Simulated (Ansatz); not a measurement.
Reactions of C4H7Cl (`CC=C(C)Cl`).

Gas-phase electronic energies from Ansatz, PBE0-D4/def2-TZVP geometries. CCSD(T)/CBS is the MP2 limit (def2-TZVPP, def2-QZVPP) plus CCSD(T) − MP2 in def2-TZVPP, frozen cores. This one scheme is used for every species. Double bonds are as drawn, so ΔE can hold a change between cis and trans. DFT in def2-TZVPP. Triplets are unrestricted, without spin–orbit coupling. Each species was taken in one conformer, which may not be the lowest.

```json
{"reaction": "`C/C=C(\\C)Cl` + `O[SiH2]S[SiH3]` → `CO[SiH2]S[SiH3]` + `C=C(C)Cl`", "r2SCAN-D4 (kcal/mol)": "14.1", "ωB97M-V (kcal/mol)": "13.7", "CCSD(T)/CBS(def2) (kcal/mol)": "14.4"}
{"reaction": "`C/C=C(\\C)Cl` + H₂ → `C=C(C)Cl` + CH₄", "r2SCAN-D4 (kcal/mol)": "-15.0", "ωB97M-V (kcal/mol)": "-15.3", "CCSD(T)/CBS(def2) (kcal/mol)": "-15.0"}
{"reaction": "`C/C=C(\\C)Cl` → `C=C(C)Cl` + `[CH2]` (triplet)", "r2SCAN-D4 (kcal/mol)": "100.1", "ωB97M-V (kcal/mol)": "105.8", "CCSD(T)/CBS(def2) (kcal/mol)": "105.3"}
{"reaction": "`C/C=C(\\C)Cl` → `C[C@H]1C[C@@H]1Cl`", "r2SCAN-D4 (kcal/mol)": "9.4", "ωB97M-V (kcal/mol)": "8.4", "CCSD(T)/CBS(def2) (kcal/mol)": "10.2"}
```

Largest T1 diagnostic: 0.012, for `CO[SiH2]S[SiH3]`.
